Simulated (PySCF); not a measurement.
A geometry optimisation, step by step.

CH3NSiTe.
Atom-mapped SMILES: `[N:1]#[C:2][SiH2:3][TeH:4]` (hydrogens: H5, H6 on Si3; H7 on Te4)

Computed by this run: PBE0-D3(BJ)/def2-SVP geometry optimisation, gas phase, def2 core potentials past Kr in PySCF; density fitting, grid level 1; the optimiser is geomeTRIC in internal coordinates, started from a GFN2-xTB structure with every atom displaced at random (about 0.01 Å). The frame can shift and turn from step to step; on so coarse a grid that alone can change the energy by a few meV, and forces under 0.02 eV/Å are noise.

Step 0: E = -17735.9074 eV, largest atomic force 4.884 eV/Å
```
atom  x, y, z in Å  |  force x, y, z in eV/Å
N1     -0.499    2.511   -0.165    0.215   4.847  -0.264
C2     -0.562    1.389   -0.097   -0.150  -4.878   0.201
Si3    -0.566   -0.471   -0.001    0.919   0.544   0.008
Te4     1.714   -1.332   -0.670   -0.606  -0.243  -0.328
H5     -1.529   -0.939   -0.976   -0.494  -0.352  -0.499
H6     -0.954   -0.765    1.377   -0.106  -0.244   0.451
H7      2.430   -0.422    0.482    0.222   0.326   0.430
```

Step 1: E = -17736.0190 eV, largest atomic force 0.526 eV/Å
```
atom  x, y, z in Å  |  force x, y, z in eV/Å
N1     -0.235    2.649   -0.358   -0.004  -0.525  -0.030
C2     -0.340    1.491   -0.285    0.039   0.495   0.043
Si3    -0.565   -0.337   -0.055    0.016  -0.257   0.008
Te4     1.511   -1.678   -0.413    0.067   0.245   0.055
H5     -1.550   -0.812   -1.065    0.005   0.046   0.016
H6     -1.063   -0.539    1.331   -0.062   0.108   0.002
H7      2.280   -0.804    0.791   -0.062  -0.113  -0.093
```

Step 2: E = -17736.0316 eV, largest atomic force 0.136 eV/Å
```
atom  x, y, z in Å  |  force x, y, z in eV/Å
N1     -0.221    2.627   -0.368    0.028  -0.095  -0.044
C2     -0.338    1.476   -0.281   -0.005   0.127   0.050
Si3    -0.570   -0.350   -0.047   -0.012  -0.108   0.017
Te4     1.526   -1.640   -0.429   -0.001   0.034  -0.087
H5     -1.553   -0.810   -1.063   -0.004  -0.005   0.005
H6     -1.083   -0.527    1.338   -0.029   0.033  -0.003
H7      2.278   -0.805    0.796    0.024   0.015   0.062
```

Step 3: E = -17736.0362 eV, largest atomic force 0.144 eV/Å
```
atom  x, y, z in Å  |  force x, y, z in eV/Å
N1     -0.206    2.612   -0.386    0.042   0.130  -0.045
C2     -0.340    1.466   -0.278   -0.053  -0.115   0.055
Si3    -0.577   -0.360   -0.039   -0.005   0.033  -0.005
Te4     1.542   -1.598   -0.453    0.026   0.007  -0.001
H5     -1.558   -0.817   -1.058   -0.003  -0.024   0.002
H6     -1.100   -0.526    1.344    0.008  -0.019  -0.004
H7      2.277   -0.806    0.815   -0.017  -0.012  -0.001
```

Step 4: E = -17736.0374 eV, largest atomic force 0.098 eV/Å
```
atom  x, y, z in Å  |  force x, y, z in eV/Å
N1     -0.204    2.611   -0.397    0.027   0.067  -0.028
C2     -0.345    1.467   -0.277   -0.052  -0.073   0.039
Si3    -0.577   -0.361   -0.036    0.006   0.045  -0.023
Te4     1.552   -1.578   -0.464    0.001  -0.012  -0.010
H5     -1.558   -0.825   -1.053    0.000  -0.012   0.003
H6     -1.098   -0.533    1.347    0.016  -0.018   0.000
H7      2.270   -0.811    0.827    0.002   0.003   0.019
```

Step 5: E = -17736.0385 eV, largest atomic force 0.037 eV/Å
```
atom  x, y, z in Å  |  force x, y, z in eV/Å
N1     -0.213    2.613   -0.414   -0.001  -0.032   0.001
C2     -0.360    1.471   -0.276   -0.029   0.024   0.005
Si3    -0.576   -0.359   -0.036    0.015   0.017  -0.024
Te4     1.566   -1.549   -0.478   -0.004  -0.008   0.005
H5     -1.556   -0.836   -1.048    0.002   0.005   0.000
H6     -1.083   -0.547    1.349    0.015  -0.007   0.005
H7      2.261   -0.823    0.849    0.003   0.001   0.007
```

Step 6: E = -17736.0388 eV, largest atomic force 0.050 eV/Å
```
atom  x, y, z in Å  |  force x, y, z in eV/Å
N1     -0.229    2.617   -0.422   -0.012  -0.047   0.012
C2     -0.374    1.474   -0.276   -0.006   0.044  -0.011
Si3    -0.572   -0.357   -0.038    0.012  -0.007  -0.010
Te4     1.576   -1.535   -0.485   -0.006   0.000   0.003
H5     -1.553   -0.841   -1.045    0.002   0.008  -0.002
H6     -1.068   -0.556    1.350    0.008   0.001   0.004
H7      2.258   -0.832    0.862    0.002   0.001   0.004
```

Step 7: E = -17736.0389 eV, largest atomic force 0.029 eV/Å
```
atom  x, y, z in Å  |  force x, y, z in eV/Å
N1     -0.250    2.620   -0.425   -0.014  -0.020   0.013
C2     -0.387    1.477   -0.277    0.011   0.022  -0.015
Si3    -0.567   -0.356   -0.040    0.000  -0.014   0.004
Te4     1.586   -1.523   -0.490    0.001   0.005  -0.001
H5     -1.549   -0.844   -1.044    0.001   0.003  -0.002
H6     -1.052   -0.563    1.350    0.001   0.004   0.001
H7      2.258   -0.840    0.872    0.000  -0.001   0.000
```

Task: Summarise the path.

Result: The energy falls by 12.68 kJ/mol from step 0 to step 7; nine tenths of that is first reached at step 2. It falls at every step. The largest force goes from 4.884 to 0.029 eV/Å. Among the bonds Si3–H5 changes most, from 1.448 to 1.487 Å; the atoms move by 0.117 Å rms after alignment.

Task: Follow the three bonds and two angles with the largest change from start to end.

Result: 
```tsv
step	E above end (kJ/mol)	largest force (eV/Å)	Si3–H5 (Å)	Si3–Te4 (Å)	N1≡C2 (Å)	C2–Si3–H6 (°)	Te4–Si3–H6 (°)
0	12.68	4.884	1.448	2.528	1.126	104.5	114.9
1	1.91	0.526	1.489	2.498	1.164	106.9	109.8
2	0.70	0.136	1.487	2.491	1.161	106.2	111.8
3	0.26	0.144	1.487	2.488	1.159	105.9	113.5
4	0.14	0.098	1.487	2.489	1.160	106.1	113.7
5	0.04	0.037	1.487	2.490	1.160	106.5	113.5
6	0.01	0.050	1.487	2.490	1.160	106.7	113.1
7	0.00	0.029	1.487	2.490	1.160	106.7	112.7
```

The cost below is that of the whole optimisation. On an AMD EPYC 7R13 with one thread (shared host), this took 23 s of wall time and 0.38 GiB of memory at its peak.
